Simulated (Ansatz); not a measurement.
`C=CN(C)[SiH3]` → `C=CNC` + `[SiH2]` at 600 K and 1 bar (silylene loss).

Computed with Ansatz on PBE0-D4/def2-TZVP structures; ΔE is electronic, products minus reactants. CCSD(T)/CBS is the MP2 limit (def2-TZVPP, def2-QZVPP) plus CCSD(T) − MP2 in def2-TZVPP, frozen cores. This one scheme is used for every species. One conformer a species, not always the lowest.

```csv
species,CCSD(T)/CBS energy (Eh),H − E (kJ/mol),S (J/(mol·K))
`C=CN(C)[SiH3]`,-463.34009,364.3,451.7
`C=CNC`,-173.03872,305.3,370.2
`[SiH2]`,-290.19011,52.1,233.9
```

H − E and S are ideal-gas, rigid-rotor, harmonic terms from PBE0-D4/def2-TZVP, for one conformer and one mirror image of each species. 1 Eh = 2625.50 kJ/mol, R = 8.31446 J/(mol·K).

Problem. By hand: ΔE, ΔH, ΔS and ΔG.

Solution. ΔE = (-173.03872) + (-290.19011) − (-463.34009) = 0.11126 Eh = 292.1 kJ/mol. Δ(H − E) = 305.3 + 52.1 − 364.3 = -6.9, so ΔH = 285.2 kJ/mol. ΔS = 370.2 + 233.9 − 451.7 = 152.4 J/(mol·K). ΔG = 285.2 − 600 × (152.4)/1000 = 193.8 kJ/mol.

Problem. By hand: the equilibrium constant, and the temperature at which ΔG would vanish if ΔH and ΔS stayed fixed.

Solution. log₁₀ K = −ΔG/(RT ln 10) = -16.9. ΔG = 0 at ΔH/ΔS = 1871 K.

The number of gas molecules changes by +1, which sets the sign of ΔS. A doubt of 5 kJ/mol in ΔE shifts log₁₀ K by 0.4 here. Other conformers and mirror images would add mixing entropy, several J/(mol·K) or more a flexible species. Modes under 60 cm⁻¹, often nearly free rotors, make the harmonic entropy too high. These are equilibria of isolated gas molecules and say nothing of rates. Largest T1 diagnostic: 0.014 (customary marks: 0.02 for closed shells, 0.045 for open ones).
